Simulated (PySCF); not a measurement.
Ionising InO

PBE; basis In def2-SVPD with ECP28, O def2-SVPD; scalar-relativistic core potentials; PySCF 2.14. Neutral (UKS): doublet (π ↑), Re = 2.151 Å, ωe = 463 cm⁻¹, De = 3.82 eV, HOMO -5.69 eV, LUMO -5.16 eV.

InO⁺ (UKS): triplet (π ↑↑), Re = 2.928 Å, ωe = 132 cm⁻¹, De = 0.26 eV to In⁺ + O. The energies at the minima are -265.17679 hartree for InO and -264.84099 for InO⁺.

Problem. Work out the adiabatic ionisation energy, without and with harmonic zero-point energies (1 hartree = 27.2114 eV, 1 eV = 8065.5 cm⁻¹), and the change of the bond length.

Solution. At PBE: 0.33580 hartree = 9.138 eV between the minima; the zero-point term (132.0 − 463.0)/2 cm⁻¹ = -0.021 eV makes it 9.117 eV. Re changes by +77.7 pm against the neutral. The electron leaves a π orbital, and the ion is left as a loose complex of an ion and an atom.

InO⁻ (UKS): singlet (closed shell), Re = 1.973 Å, ωe = 623 cm⁻¹, De = 4.45 eV to In + O⁻. The energies at the minima are -265.17679 hartree for InO and -265.26604 for InO⁻.

Problem. Work out the adiabatic electron affinity, without and with harmonic zero-point energies (1 hartree = 27.2114 eV, 1 eV = 8065.5 cm⁻¹), and the change of the bond length.

Solution. At PBE: 0.08925 hartree = 2.429 eV between the minima; the zero-point term (463.0 − 623.0)/2 cm⁻¹ = -0.010 eV makes it 2.419 eV. Re changes by -17.8 pm against the neutral. The electron enters a π orbital; the charge polarises the partner, so the anion is bound more strongly.

Weak bonds: InO⁺. Basis-set superposition, not corrected here, can be much of De in a small basis, most of all at correlated wavefunction levels. Spin–orbit coupling is left out, which matters for elements this heavy, above all for dissociation energies. For an ion De counts to the pair picked by the measured ionisation energies or electron affinities, which need not be the lowest pair at this level. The highest Kohn–Sham level is positive in this anion. Much of that is self-interaction error, but it also means that the finite basis helps to hold the extra electron. States were picked by a PBE0 search and need not be the measured ground states.
